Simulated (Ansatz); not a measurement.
This geometry of Cl2H2OSn + H2S (9 atoms, charge 0, multiplicity 1) is a first-order saddle point.

Theory: Ansatz 0.2.0, RKS BHLYP-D4/def2-SVP.

```xyz
9
Properties=species:S:1:pos:R:3
Sn 0.090 -0.281 -0.047
O -0.047 -0.285 2.039
H -0.565 0.261 2.632
Cl 2.087 0.510 -0.993
H -0.948 1.058 -0.218
Cl -1.105 -1.936 -1.229
S 1.493 -2.263 1.161
H 0.518 -3.171 1.005
H 0.692 -1.331 2.119
```

Task: Which two structures does it join? (They come from a converged band through this point; their orientation in space is the band's.)

Result: Bonds broken: Sn1–O2, S7–H9. Bonds formed: Sn1–S7, O2–H9. Cl2H2OSn + H2S becomes Cl2H2SSn + H2O.

Initial state:

```xyz
9
Properties=species:S:1:pos:R:3
Sn -0.169 0.145 -0.053
O -0.155 -0.151 1.889
H -0.685 0.470 2.388
Cl 1.997 0.510 -0.794
H -1.139 1.484 -0.436
Cl -1.063 -1.754 -1.060
S 1.735 -2.763 1.347
H 0.628 -3.444 1.020
H 1.068 -1.934 2.165
```

Final state:

```xyz
9
Properties=species:S:1:pos:R:3
Sn 0.484 -0.414 -0.015
O -0.639 -0.350 2.323
H -1.543 -0.590 2.109
Cl 1.452 -0.663 -2.158
H 0.655 1.221 0.361
Cl -1.769 -0.981 -0.453
S 1.639 -2.131 1.192
H 2.294 -2.564 0.106
H -0.358 -0.966 3.001
```

Task: How far does it lie above each of them?

Result: 52.3 kJ/mol above the first and 138.5 kJ/mol above the second. This is the barrier of this one path; another mechanism may lie lower. The orbitals stay closed-shell, which can raise the energy where a bond breaks towards radicals; this wasn't checked here.

Run time: 4.8 min on 4 threads of Arm Neoverse V1 (shared host), peak memory 0.33 GiB.
